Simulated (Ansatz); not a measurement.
Geometry optimisation, RKS B3LYP/def2-SVP (Ansatz).

Input file:

```yaml
crystal:
  periodic: [false, false, false]
  atoms:
    - { symbol: Zr, position_ang: [0.0, 0.0, 0.0] }
    - { symbol: F, position_ang: [0.0, 0.0, 2.33] }
    - { symbol: Cl, position_ang: [2.3764, 0.0, -0.8392] }
    - { symbol: Cl, position_ang: [-1.1869, 2.0563, -0.8392] }
    - { symbol: "N", position_ang: [-1.0409, -1.8034, -0.7359] }
    - { symbol: H, position_ang: [-1.5759, -2.4197, -0.0595] }
    - { symbol: H, position_ang: [-1.0055, -2.0526, -1.7656] }
    - { symbol: P, position_ang: [1.5052, 2.2699, 0.905] }
    - { symbol: H, position_ang: [2.5975, 1.8288, 1.6979] }
    - { symbol: H, position_ang: [1.9955, 2.9909, -0.2158] }
    - { symbol: H, position_ang: [0.7205, 1.0866, 2.1547] }
basis:
  gaussian: { orbitals: def2-SVP }
hamiltonian:
  xc: b3lyp
relax:
  f_tol: 0.15
  max_steps: 25
  restrain:
    - { distance: [0, 7], at: 3.77, k: 30.0 }
    - { distance: [10, 1], at: 2.12, k: 30.0 }
    - { distance: [0, 1], at: 1.98, k: 30.0 }
    - { distance: [10, 7], at: 1.42, k: 30.0 }
```

Run as:

```bash
$ ansatz run input.yaml --threads 4 --pin off --max-ram 5120MiB --backend cpu --events-out ev --progress --plain --runs-dir out
```

Q: Where does it end, and by what steps?

A: The forces met the threshold. The restraints hold the end off the free minimum; the threshold counts their pulls, which the force column leaves out. Restrained pairs: Zr1–P8 (2.87 → 3.78 Å), F2–H11 (1.32 → 2.13 Å), Zr1–F2 (2.33 → 1.95 Å), P8–H11 (1.89 → 1.42 Å). After 10 steps the energy has fallen by 5.240 eV (the restraints' own energy left out); P8 moved furthest, 0.93 Å.

```
step  energy less start (eV)  largest force component (eV/Å)  accepted
   0                  0.0000                           2.865       yes
   1                 -0.5458                           3.014       yes
   2                 -1.8496                           3.267       yes
   3                 -3.2720                           3.305       yes
   4                 -4.6983                           1.712       yes
   5                 -5.1285                           1.319       yes
   6                 -5.2119                           0.882       yes
   7                 -5.2232                           0.906       yes
   8                 -5.2321                           0.896       yes
   9                 -5.2387                           0.891       yes
  10                 -5.2397                           0.895       yes
```

```xyz
11
Properties=species:S:1:pos:R:3
Zr 0.016 -0.092 -0.112
F -0.148 -0.180 1.830
Cl 2.164 -0.324 -1.092
Cl -1.145 1.727 -1.103
N -0.974 -1.745 -0.658
H -1.549 -2.316 -0.035
H -1.071 -2.101 -1.612
P 1.787 2.735 1.658
H 2.906 1.844 1.554
H 1.532 2.725 0.251
H 0.870 1.684 1.951
```

Run time: 25 s on 4 threads of Intel(R) Xeon(R) 6975P-C (Granite Rapids) (shared host), peak memory 0.41 GiB.
